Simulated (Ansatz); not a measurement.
`N=CNCS` + HI → `N=CI` + `NCS`  (substitution at a C–N bond)

Isolated molecules relaxed with PBE0-D4/def2-TZVP in Ansatz; ΔE leaves out vibrations. CCSD(T)/CBS adds triple-zeta CCSD(T) − MP2 to the extrapolated MP2 energy (def2 sets, frozen cores). DFT in def2-TZVPP. B3LYP here is the variant with VWN-RPA as its local correlation; programs differ in this. def2 core potentials past Kr. For I outer-core shells are correlated without core-valence functions, which leaves a few kJ/mol of doubt a bond. Each species was taken in one conformer, which may not be the lowest.

`N=CNCS`:

Cartesian coordinates in Å:
```
N -1.198 0.950 -0.618
C -0.277 1.190 0.225
N 0.431 0.192 0.823
C 0.265 -1.162 0.392
S 1.013 -1.572 -1.221
H -1.648 1.809 -0.913
H 0.021 2.187 0.565
H 1.319 0.446 1.220
H 0.729 -1.833 1.115
H -0.800 -1.380 0.337
H 0.144 -0.826 -1.925
```

HI:

```xyz
2

I    -0.661    0.458    0.042
H     0.661   -0.458   -0.042
```

`N=CI`:

Cartesian coordinates in Å:
```
N -0.633 0.150 -0.792
C 0.138 -0.033 0.170
I 2.137 -0.613 -0.137
H -1.563 0.426 -0.475
H -0.079 0.069 1.234
```

`NCS`:

Z-matrix (Å, degrees):
```
C
S 1 1.811
N 1 1.444 2 112.7
H 1 1.097 2 107.3 3 -128.3
H 1 1.092 2 104.7 3 117.9
H 2 1.342 1 96.7 3 83.9
H 3 1.012 1 111.0 2 -65.0
H 3 1.014 1 110.4 2 175.5
```

Problem. Is it downhill or uphill in electronic energy at CCSD(T)/CBS, and by how much? (An estimate is asked.)

Solution. The calculation gave: Uphill: ΔE = +66.0 kJ/mol.

Problem. What do these levels give: PBE-D4, r2SCAN-D4, B2PLYP, r2SCAN, PBE0, B3LYP, HF/def2-TZVPP, MP2/def2-TZVPP, SCS-MP2/def2-TZVPP, CCSD/def2-TZVPP, MP2/def2-QZVPP, SCS-MP2/def2-QZVPP? (An estimate is asked.)

Solution. Computed: PBE-D4 70.9, r2SCAN-D4 75.9, B2PLYP 69.1, r2SCAN 74.6, PBE0 73.2, B3LYP 67.1, HF/def2-TZVPP 73.8, MP2/def2-TZVPP 70.8, SCS-MP2/def2-TZVPP 66.8, CCSD/def2-TZVPP 70.3, MP2/def2-QZVPP 68.2, SCS-MP2/def2-QZVPP 64.5 kJ/mol.

Largest T1 diagnostic among the species: 0.013.

From PBE to PBE0 (25 % exact exchange), in def2-TZVPP and without D4, ΔE moves by +5.8 kJ/mol. In def2-TZVPP, CCSD(T) changes the Hartree–Fock value by −3.9 kJ/mol (the triples alone add −0.4 kJ/mol) and MP2 by −3.0 kJ/mol.
